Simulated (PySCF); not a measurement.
ethoxymethyl(methyl)silane (C4H12OSi), SMILES CCOC[SiH2]C.

The structure is a stationary point at B3LYP-D3(BJ)/def2-SVP. One conformer was computed; it need not be the lowest.

Calculation: B3LYP-D3(BJ)/def2-SVP run with PySCF 2.14.0.

Frequencies are harmonic and unscaled.

Computed harmonic wavenumbers and intensities:
```csv
mode,ν (cm⁻¹),IR (km/mol),moving atoms (share of kinetic energy)
1,39,0.6,"C 43 %, H 42 %, Si 14 %"
2,60,0.0,"C 50 %, H 37 %"
3,101,2.8,"H 37 %, C 35 %, O 21 %"
4,148,2.1,"H 38 %, C 28 %, Si 22 %, O 12 %"
5,160,0.3,"H 82 %, Si 8 %"
6,252,0.1,"H 69 %, C 21 %"
7,276,2.6,"H 35 %, O 33 %, C 21 %, Si 11 %"
8,287,3.4,"H 40 %, C 37 %, O 22 %"
9,456,9.3,H 90 %
10,483,0.8,"C 46 %, H 35 %, O 19 %"
11,569,0.1,H 95 %
12,626,3.7,"H 43 %, C 40 %, Si 14 %"
13,703,22.9,"C 46 %, Si 33 %, H 21 %"
14,766,47.2,"H 59 %, C 27 %, Si 12 %"
15,823,1.1,H 92 %
16,852,38.4,"H 53 %, C 38 %"
17,882,32.5,"H 76 %, C 18 %"
18,892,10.9,"H 59 %, C 27 %, O 13 %"
19,902,237.8,"H 76 %, Si 12 %, C 10 %"
20,959,75.4,H 94 %
21,1037,11.8,"C 56 %, H 29 %, O 15 %"
22,1126,5.5,"C 48 %, H 46 %"
23,1162,143.7,"C 40 %, O 39 %, H 21 %"
24,1182,12.8,"H 59 %, C 36 %"
25,1271,12.5,"H 79 %, C 21 %"
26,1280,53.8,"H 74 %, C 17 %, O 9 %"
27,1292,3.6,H 90 %
28,1299,4.7,"H 75 %, C 18 %"
29,1382,0.7,"H 80 %, C 20 %"
30,1426,23.7,"H 76 %, C 23 %"
31,1437,2.5,H 95 %
32,1439,4.2,H 96 %
33,1445,12.2,"H 86 %, C 13 %"
34,1453,5.8,H 97 %
35,1477,2.6,H 95 %
36,1511,5.7,H 92 %
37,2207,118.5,H 97 %
38,2217,112.4,H 97 %
39,2949,44.3,H 94 %
40,2963,63.2,H 94 %
41,2993,44.6,"H 91 %, C 9 %"
42,3029,5.2,H 97 %
43,3038,17.4,H 97 %
44,3054,19.0,"H 91 %, C 9 %"
45,3119,6.8,"H 91 %, C 9 %"
46,3123,5.2,"H 91 %, C 9 %"
47,3126,20.8,"H 90 %, C 10 %"
48,3127,21.8,"H 90 %, C 10 %"
```
